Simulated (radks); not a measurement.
Cu5+, 24 electrons, occupied as [Ar] 3d5 4p1 (not the ground configuration).

All-electron calculation, scalar-relativistic Kohn-Sham, r2SCAN, spin-polarised, spherical densities, finite nucleus; open shells are filled with parallel spins first; meta-GGA in the generalised Kohn-Sham scheme; Fermi nuclear charge, rms radius 3.8823 fm. Program: a radial shooting solver on a logarithmic mesh with Libxc functionals.

Energy parts (eV):
| part | energy |
|---|---|
| total | -44791.782 |
| kinetic | 45470.709 |
| electron-nucleus | -105239.155 |
| Hartree | 16733.088 |
| exchange-correlation | -1756.425 |

Orbitals (lengths in bohr, moments of r in powers of bohr; r(max) is where P^2 peaks):
orbital	occ.	eigenvalue (eV)	<r>	r(max)
1s up	1	-8990.625	0.05215	0.03412
1s down	1	-8990.500	0.05215	0.03412
2s up	1	-1190.909	0.2351	0.1966
2s down	1	-1185.422	0.2343	0.1963
2p up	3	-1041.438	0.2067	0.1585
2p down	3	-1037.218	0.2059	0.1582
3s up	1	-229.0656	0.6814	0.6022
3s down	1	-219.0802	0.6878	0.6051
3p up	3	-183.7405	0.7000	0.6037
3p down	3	-173.6885	0.7080	0.6079
3d up	5	-110.9368	0.7281	0.5544
3d down	0	-100.2772	0.7429	0.5633
4p up	1	-56.7316	1.893	1.736

The highest occupied level is 4p up at -56.732 eV. The configuration is held as typed, so some empty levels lie below it. The spin density at the nucleus is -1.307 e/bohr^3 (1s -0.188, 2s -6.318, 3s 5.200). The density falls to 0.001 e/bohr^3 at r = 3.05 bohr. Spin moment in Bohr magnetons: 6.
